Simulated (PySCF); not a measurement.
An unknown gives this computed stick spectrum. The calculation used TDDFT CAM-B3LYP/def2-SVPD, vertical, gas phase, core orbitals frozen in the response in PySCF. Geometries: GFN2-xTB, one conformer each.

| state | E (eV) | f | main configurations (H = HOMO, L = LUMO) |
| --- | --- | --- | --- |
| S1 | 4.48 | 0.0000 | H-1→L (97%) |
| S2 | 4.50 | 0.019 | H→L+1 (89%), H-2→L (10%) |
| S3 | 4.87 | 0.236 | H→L (93%) |
| S4 | 5.69 | 0.0004 | H-1→L+1 (99%) |
| S5 | 6.24 | 0.0029 | H→L+2 (90%) |
| S6 | 6.32 | 0.233 | H-2→L (84%), H→L+1 (10%) |
| S7 | 7.00 | 0.0000 | H→L+3 (92%) |
| S8 | 7.02 | 0.352 | H-2→L+1 (89%) |

Triplets computed (Tamm–Dancoff): 2.68, 3.84, 4.18 eV.

Orbital energies (eV): HOMO-3 -11.63, HOMO-2 -9.61, HOMO-1 -8.89, HOMO -7.67, LUMO -0.30, LUMO+1 0.11, LUMO+2 1.21.

Question: Which candidate is it? All have the formula C5H5NO.
A. `C=C=C=CC(N)=O`
B. `Oc1ccncc1`
C. `[O-][N+]1=CC=CC=C1`

Answer: C. Its S1 lies at 4.48 eV; the nearest of the others has S1 at 3.74 eV. S1 is HOMO-1→LUMO (97%). Löwdin shares by element: HOMO oxygen 46%, carbon 22% or more, nitrogen 13% (atoms not listed hold the other 20%); LUMO carbon 28% or more, nitrogen 22%, oxygen 16% (atoms not listed hold the other 34%). At the same level the other candidates give, for their lowest levels:
- `C=C=C=CC(N)=O`: 3.74 eV (f 0.000); 4.70 eV (f 0.000); 5.00 eV (f 0.423); 5.34 eV (f 0.183); 5.88 eV (f 0.000); T1 2.55 eV; HOMO -8.77, LUMO -1.47 eV
- `Oc1ccncc1`: 5.33 eV (f 0.000); 5.47 eV (f 0.004); 5.62 eV (f 0.001); 6.29 eV (f 0.011); 6.59 eV (f 0.000); T1 4.32 eV; HOMO -8.76, LUMO 0.53 eV
